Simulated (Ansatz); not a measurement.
Program: Ansatz. Geometries: PBE0-D4/def2-TZVP. ΔE: electronic, gas phase. CCSD(T)/CBS adds triple-zeta CCSD(T) − MP2 to the extrapolated MP2 energy (def2 sets, frozen cores). This one scheme is used for every species. DFT in def2-TZVPP. For Ga outer-core shells are correlated without core-valence functions, which leaves a few kJ/mol of doubt a bond. Scalar relativity is left out up to krypton. Each species was taken in one conformer, which may not be the lowest.

`[F][Ga]([Cl])[O][SiH3]` + `CCC` → `C[CH](C)[Ga]([Cl])[O][SiH3]` + H–F  (formal exchange of groups at a Ga–F bond)

`[F][Ga]([Cl])[O][SiH3]`:

Cartesian coordinates in Å:
```
F -2.406 0.591 0.749
Ga -0.772 0.886 1.263
Cl -0.430 2.041 2.984
O 0.536 0.208 0.320
Si 0.718 -0.721 -1.025
H 0.046 -0.091 -2.192
H 0.138 -2.072 -0.806
H 2.171 -0.842 -1.293
```

`CCC`:

```xyz
11

C     0.575   -0.887    0.731
C     0.486    0.226   -0.299
C    -0.936    0.719   -0.509
H    -0.024   -1.750    0.429
H     0.202   -0.553    1.703
H     1.604   -1.228    0.869
H     1.121    1.064    0.011
H     0.896   -0.124   -1.253
H    -0.981    1.518   -1.253
H    -1.359    1.106    0.422
H    -1.585   -0.092   -0.852
```

`C[CH](C)[Ga]([Cl])[O][SiH3]`:

```xyz
17

C     0.535   -1.529    1.245
C     0.307   -1.333   -0.250
C     1.501   -1.770   -1.089
Ga   -0.229    0.517   -0.640
Cl    0.268    1.571   -2.450
O    -1.194    1.489    0.492
Si   -1.818    3.000    0.539
H    -0.326   -1.220    1.840
H     0.734   -2.584    1.463
H     1.401   -0.960    1.597
H    -0.567   -1.927   -0.548
H     1.724   -2.828   -0.910
H     2.400   -1.203   -0.833
H     1.326   -1.641   -2.159
H    -2.520    3.173    1.838
H    -2.793    3.216   -0.566
H    -0.749    4.030    0.431
```

H–F:

Cartesian coordinates in Å:
```
F 0.299 -0.057 -0.345
H -0.299 0.057 0.345
```

Is it downhill or uphill in electronic energy at CCSD(T)/CBS, and by how much? (An estimate is asked.)

Ansatz gave: Uphill: ΔE = +0.70 eV.

What do these levels give: BLYP-D4, ωB97M-V, HF/def2-SVP, HF/def2-QZVPP, MP2/CBS(def2), CCSD/CBS(def2)? (An estimate is asked.)

Ansatz gave: BLYP-D4 0.79, ωB97M-V 0.84, HF/def2-SVP 1.30, HF/def2-QZVPP 1.28, MP2/CBS(def2) 0.66, CCSD/CBS(def2) 0.76 eV.

Largest T1 diagnostic among the species: 0.013.

At CCSD(T), def2-SVP lies +0.39 eV from the extrapolated value and def2-TZVPP +0.12 eV. In def2-TZVPP, CCSD(T) changes the Hartree–Fock value by −0.42 eV (the triples alone add −0.05 eV) and MP2 by −0.47 eV. From BLYP to BHLYP (50 % exact exchange), in def2-TZVPP and without D4, ΔE moves by +0.05 eV.
